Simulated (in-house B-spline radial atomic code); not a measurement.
## Pd4+: [He] 2s1 2p6 3s2 (3p1/2)1 (3p3/2)4 3d10 4s2 4p6 4d8 (with a hole in an inner shell)

Level of theory: Dirac-Kohn-Sham PBE, spherical fractional occupations, Fermi nucleus of rms radius 4.5318 fm; calculated with a B-spline radial code for spherical atoms.

Screening seen three ways: the hydrogenic charge with the same mean radius, Z_r = [3n² - l(l+1)]/(2<r>), the one with the same energy, Z_e = n√(-2ε), and Slater's rules. Values are occupation-weighted means over j. An effective charge above Z reflects the relativistic contraction of the inner shells.

| shell | electrons | ε (eV) | <r> (bohr) | Z_r | Z_e | Slater |
| --- | --- | --- | --- | --- | --- | --- |
| 1s | 2 | -24401 | 0.03183 | 47.12 | 42.35 | 45.70 |
| 2s | 1 | -3706.7 | 0.1372 | 43.75 | 33.01 | 42.20 |
| 2p | 6 | -3354.8 | 0.1195 | 41.84 | 31.41 | 42.20 |
| 3s | 2 | -746.44 | 0.371 | 36.39 | 22.22 | 35.95 |
| 3p | 5 | -624.29 | 0.3694 | 33.84 | 20.32 | 35.95 |
| 3d | 10 | -441.09 | 0.3418 | 30.72 | 17.08 | 26.85 |
| 4s | 2 | -152.92 | 0.8961 | 26.78 | 13.41 | 20.10 |
| 4p | 6 | -116.74 | 0.9638 | 23.86 | 11.72 | 20.10 |
| 4d | 8 | -62.821 | 1.155 | 18.18 | 8.60 | 9.55 |

The least bound orbital is 4d5/2 at -62.51 eV, and it is also the most diffuse (<r> = 1.159 bohr). The part-filled 2s shell lies below the filled 4p shell in orbital energy.

For the 1s electron the small component carries 2.84 % of the norm, the zero-frequency Breit interaction raises the level by 50.28 eV, self-energy by 28.9 eV, and vacuum polarisation lowers it by 3.568 eV.
